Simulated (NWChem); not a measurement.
System: C₂H₇NSe; SMILES [Se](N)CC

```xyz
11

Se     0.3959    -0.6405     0.0876
C      0.4559     1.2602    -0.5107
C     -0.4048     2.2023     0.3236
H      0.1784     1.2894    -1.5692
H      1.5189     1.5196    -0.4414
H     -0.0838     2.2126     1.3701
H     -1.4594     1.9028     0.2974
H     -0.3474     3.2274    -0.0649
N     -1.4122    -1.0955    -0.1175
H     -1.6948    -0.9839    -1.0890
H     -1.9942    -0.4981     0.4656
```
Atoms are numbered in this order, from 1.

Program: NWChem. Pople sets run with spherical d functions. Structure relaxed at the B3LYP/6-31G* (spherical d) level.

For level PBE/6-311G**:

```
Item                         Value
---------------------------  -----
highest occupied level (eV)  -5.03
orbital gap (eV)              4.10
dipole (D)                    2.52
```

Estimate the same quantities for level PBE/6-31G*.

The highest occupied level (eV) is -4.90, the orbital gap (eV) is 4.21 and the dipole (D) is 2.78.
